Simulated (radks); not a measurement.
Polarisabilities and homonuclear dispersion coefficients (atomic units). Code: a radial shooting solver on a logarithmic mesh with Libxc functionals. Model: non-relativistic Kohn-Sham, LDA (Slater exchange, VWN5 correlation), spin-polarised, spherical densities, point nucleus; open shells are filled with parallel spins first (spin-orbit coupling, left out, can overturn this in heavy ions). Response by self-consistent Sternheimer equations with the Hartree and adiabatic LDA kernel. For heavy and open-shell atoms this level of theory can miss by tens of per cent. "Uncoupled" leaves out the induced potential. Quadrupole and octupole values are given only where no p, d or f shell is open. The Sternheimer factor gamma scales a distant field gradient at the nucleus by 1 - gamma.

| species | configuration | alpha1 (bohr^3) | alpha1, uncoupled | alpha2 (bohr^5) | alpha3 (bohr^7) | C6 | C8 | Sternheimer gamma | recommended alpha1 |
|---|---|---|---|---|---|---|---|---|---|
| Te+ | [Kr] 4d10 5s2 5p3 | 23.02 | 38.66 | - | - | 196.5 | - | - | - |
| Se | [Ar] 3d10 4s2 4p4 | 27.52 | 41.11 | - | - | 230.1 | - | - | 28.9 +/- 1 |
| In | [Kr] 4d10 5s2 5p1 | 73.91 | 111.2 | - | - | 767.1 | - | - | 65 +/- 4 |
| C2+ | [He] 2s2 | 4.257 | 8.029 | 5.481 | 18.27 | 6.518 | 61.67 | 0.449 | - |
| Al | [Ne] 3s2 3p1 | 65.65 | 95.94 | - | - | 577.9 | - | - | 57.8 +/- 1 |
| Ne+ | [He] 2s2 2p5 | 1.408 | 1.661 | - | - | 2.476 | - | - | - |
| Ru+ | [Kr] 4d7 | 15.59 | 23.54 | - | - | 98.66 | - | - | - |
| Te2+ | [Kr] 4d10 5s2 5p2 | 15.56 | 27.30 | - | - | 104.5 | - | - | - |

Recommended values: Schwerdtfeger and Nagle, table of static dipole polarisabilities (2023 update), measured or computed.

Beside tabulated values, note that relativity, absent from the non-relativistic runs, is large for the heavy elements.
